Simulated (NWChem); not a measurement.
**Total energies of F₂Ge**

```xyz
3

Ge     0.0000     0.0000    -0.4160
F      1.3105     0.0000     0.7395
F     -1.3105     0.0000     0.7395
```
Charge 0, spin multiplicity 1.

Program: NWChem. All single points use one geometry, from PBE0/def2-SVP, a minimum by its harmonic frequencies.

Basis set: def2-SVP (60 functions).

```json
[
 {"method": "RHF", "total energy (Ha)": "-2273.88731"},
 {"method": "MP2", "total energy (Ha)": "-2274.46852"},
 {"method": "B2PLYP", "total energy (Ha)": "-2275.82564"},
 {"method": "PBE", "total energy (Ha)": "-2275.84527"},
 {"method": "B3LYP", "total energy (Ha)": "-2276.38733"},
 {"method": "BLYP", "total energy (Ha)": "-2276.39575"},
 {"method": "CCSD(T)", "total energy (Ha)": "-2274.48096"}
]
```

Total energies of different functionals aren't comparable as a measure of quality: only differences taken within one method are. 

The Hamiltonian is non-relativistic. The correlated methods keep 11 core orbitals frozen. B3LYP has NWChem's definition, with VWN1-RPA local correlation. The structure started from a generated list of species. No row is a measurement; the coupled-cluster row has its own basis-set and correlation limits.
